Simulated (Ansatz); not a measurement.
```yaml
crystal:
  periodic: [true, true, true]
  atoms:
    - {symbol: N, position_ang: [0.087062, -1.811517, 1.291881]}
    - {symbol: P, position_ang: [1.623395, -1.132062, 0.945660]}
    - {symbol: Ga, position_ang: [1.122106, 0.752474, -0.277931]}
    - {symbol: O, position_ang: [2.260438, 2.079693, -0.654207]}
    - {symbol: O, position_ang: [-0.408874, 0.927464, -1.118627]}
    - {symbol: Al, position_ang: [-2.048310, 0.418264, -1.114140]}
    - {symbol: H, position_ang: [0.020868, -2.696947, 0.941843]}
    - {symbol: H, position_ang: [-0.729534, -1.281372, 1.214271]}
    - {symbol: H, position_ang: [1.764903, -0.204114, 2.204058]}
    - {symbol: H, position_ang: [1.884092, 2.755024, -1.253719]}
    - {symbol: H, position_ang: [-2.633405, -0.392102, 0.184601]}
    - {symbol: H, position_ang: [-2.990687, 0.667456, -2.306110]}
basis:
  gaussian: {orbitals: aug-cc-pVTZ}
hamiltonian: {xc: {name: revPBE0}}
output: {forces: true}
```

```sh
$ ansatz run in.yaml --threads 2 --pin off --events-out ev --progress --plain --max-ram 32768MiB --backend cuda --devices 0, --max-vram 18GiB
```

Output, abridged:

```
Error: YAML parse error: error: line 2 column 3: crystal: missing field `lattice` (a structure is typed as `lattice` and `atoms`, a molecule's as `atoms` in Å alone, or read from a run's directory, `checkpoint`)
 --> <input>:2:3
  |
1 | crystal:
2 |   periodic: [true, true, true]
  |   ^ crystal: missing field `lattice` (a structure is typed as `lattice` and `atoms`, a molecule's as `atoms` in Å alone, or read from a run's directory, `checkpoint`)
3 |   atoms:
4 |     - {symbol: N, position_ang: [0.087062, -1.811517, 1.291881]}
  |
```

Question: What is wrong with this run?

Answer: The molecule is marked periodic without a cell. The program refused the input.
